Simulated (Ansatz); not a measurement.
C₂H₁₀OSi₃, SMILES O=CC[SiH2][SiH2][SiH3].

Geometry optimised at B3LYP-D3(BJ)/def2-SVP. This is a generated structure with no PubChem entry under its InChIKey; it may be hypothetical. Other conformers were not sampled.

Two levels are set side by side: PBE/def2-SVPD (Ansatz, an electronic-structure program) and CAM-B3LYP/def2-SVPD (Ansatz). Energy differences of separate SCF runs at the same geometry; the states with an electron removed or added have multiplicity 2 and 2. Differences are taken from unrounded values.

| quantity | CAM-B3LYP |
|---|---|
| vertical ionisation energy (eV) | 9.68 |
| vertical singlet–triplet gap (eV) | 3.71 |

**Question.** What does PBE give, and how far is it from CAM-B3LYP? (The exact figures need the calculation; the answer reports its results.)

**Answer.** 
| quantity | PBE | PBE minus CAM-B3LYP |
|---|---|---|
| vertical ionisation energy (eV) | 8.84 | -0.84 |
| vertical singlet–triplet gap (eV) | 3.61 | -0.10 |
